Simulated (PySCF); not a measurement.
## Ionisation energy of N⁺ by level of theory

N⁺ [He] 2s2 2p2 (3P) → N²⁺ [He] 2s2 2p1 (2P), as a difference of total energies. Calculation: PySCF 2.14, in def2-TZVPPD (6s3p3d1f, 37 functions); the non-relativistic Hamiltonian (point nucleus). Correlated levels: valence and next inner shell: nothing frozen. The calculations carry no spin-orbit coupling.

```csv
method,ionisation energy (eV)
UHF,29.210
MP2 (valence and next inner shell),29.633
SCS-MP2 (valence and next inner shell),29.495
CCSD (valence and next inner shell),29.484
CCSD(T) (valence and next inner shell),29.498
CCSDT (valence and next inner shell),29.500
```

Errors of the correlated levels include the incompleteness of this basis.

Problem. Which method comes closest to the reference value, and which is furthest?

Solution. The reference is 29.601 eV (semi-empirical (NIST evaluation); NIST Atomic Spectra Database, ionization energies). Closest: MP2 (valence and next inner shell) (error 0.032 eV); furthest: UHF (error -0.391 eV).
